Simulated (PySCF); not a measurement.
H11NSi4, SMILES N[Si]([SiH3])([SiH3])[SiH3]. Geometry: r2SCAN-D4/def2-SVP. One conformer was computed; it need not be the lowest.

### Question
Give the equilibrium geometry at r2SCAN-D4/def2-SVP (PySCF confirms it by a frequency run) as bond lengths and angles, and its point group. (An estimate is asked for; the answer gives what the named calculation found.)

### Answer
This is not unique; one that fits is point group Cs.
Atoms: N1 Si2 Si3 Si4 Si5 H6 H7 H8 H9 H10 H11 H12 H13 H14 H15 H16. Bond lengths (Å): N1–Si2 1.754, N1–H6 1.018, N1–H7 1.018, Si2–Si3 2.365, Si2–Si4 2.348, Si2–Si5 2.348, Si3–H8 1.499, Si3–H9 1.498, Si3–H10 1.499, Si4–H11 1.496, Si4–H12 1.496, Si4–H13 1.498, Si5–H14 1.498, Si5–H15 1.496, Si5–H16 1.496. Bond angles (°): Si2–N1–H6 117.5, Si2–N1–H7 117.5, H6–N1–H7 109.2, N1–Si2–Si3 116.1, N1–Si2–Si4 108.1, N1–Si2–Si5 108.1, Si3–Si2–Si4 107.8, Si3–Si2–Si5 107.8, Si4–Si2–Si5 108.6, Si2–Si3–H8 110.8, Si2–Si3–H9 111.1, Si2–Si3–H10 110.8, H8–Si3–H9 108.2, H8–Si3–H10 107.6, H9–Si3–H10 108.2, Si2–Si4–H11 109.6, Si2–Si4–H12 111.3, Si2–Si4–H13 110.3, H11–Si4–H12 108.9, H11–Si4–H13 108.3, H12–Si4–H13 108.3, Si2–Si5–H14 110.3, Si2–Si5–H15 111.3, Si2–Si5–H16 109.6, H14–Si5–H15 108.3, H14–Si5–H16 108.3, H15–Si5–H16 108.9.
Charge 0, spin multiplicity 1.
